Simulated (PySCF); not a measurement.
Static response to an electric field

Species: C₃H₄F₃N₃Si.
Structure used (GFN2-xTB), in Å, numbered top down from 1:
```xyz
14
C3H4F3N3Si angstrom
F      3.3562   -0.1825    0.0898
C      2.3611    0.5562   -0.4284
F      2.5585    1.8139   -0.0038
F      2.5473    0.5675   -1.7573
C      1.0320    0.0203   -0.0363
C      0.7207   -1.0934    0.7657
N     -0.5919   -1.1737    0.8276
N     -1.0503   -0.1700    0.1065
Si    -2.7853    0.1695   -0.0807
N     -0.1081    0.5706   -0.4278
H      1.3697   -1.7857    1.2582
H     -3.3783   -1.1417   -0.3157
H     -3.2099    0.7657    1.1834
H     -2.8224    1.0828   -1.2133
```

Level: PBE0/def2-SVPD (PySCF), static field, nuclei fixed, core orbitals frozen in the response. The polarisability tensor in these axes (au):

```
x   105.53  -0.28  -0.72
y    -0.28  72.77  -8.22
z    -0.72  -8.22  67.04
```

Q: Diagonalise the tensor; give its mean and Δα, where Δα² is half the sum of the squared differences of the eigenvalues.

A: Principal values 61.19, 78.61 and 105.54 au; mean 81.78 au = 12.12 Å³ = 13.48 × 10⁻⁴⁰ C²·m²/J; Δα = 38.71 au (47 % of the mean).

Q: What is the dipole moment, and where does it point?

A: (-3.13, -0.81, 0.60) D, 3.29 D in size, pointing from the negative to the positive side. Measured along this direction, the outermost atoms are F1 at the negative end and H12 at the positive end.

Q: What would n − 1 = 2πNα be for an ideal gas of these molecules at 350 K and 1 atm, electronic part alone?

A: N = p/kT = 2.0968 × 10¹⁹ cm⁻³, so n − 1 = 2π × N × 12.12 × 10⁻²⁴ cm³ = 1597 × 10⁻⁶ at long wavelengths.

Q: Find the Langevin capture rate constant for H3O+ (19.018 u) meeting this molecule (167.013 u), k = 2.342 × 10⁻⁹ cm³/s × √(α in Å³ / reduced mass in u).

A: The reduced mass is 17.07 u, so k = 1.97 × 10⁻⁹ cm³/s. The formula leaves out the permanent dipole, which adds to the capture rate.

Q: In a dilute gas of rigid molecules at 400 K, how does the orientational term μ²/3kT compare with the electronic polarisability?

A: In Gaussian units μ²/3kT = 65.14 Å³ against 12.12 Å³, a ratio of 5.38; the Debye molar polarisation (4π/3)N_A(α + μ²/3kT) is 194.9 cm³/mol, leaving out the vibrational part.

Q: What depolarisation ratio follows for Rayleigh scattering of linearly polarised light, taking the static tensor?

A: ρ = 3Δα²/(45ᾱ² + 4Δα²) = 4494.6/(300950 + 5992.8) = 0.0146.

Q: Along which axes do the principal values lie, and how far do the nuclei extend along each?

A: Largest value along (1.00, 0.00, -0.02), where the nuclei span 6.72 Å; middle along (-0.01, 0.82, -0.58), 3.80 Å; least along (0.02, 0.58, 0.82), 2.42 Å. The response follows the extents in order.

Geometry: GFN2-xTB; no solvent, vibrations or thermal averaging.

The run behind these numbers computed excited states as well. Cost: about 2.2 min of CPU time on one thread; the machine was shared, so the figure is rough.
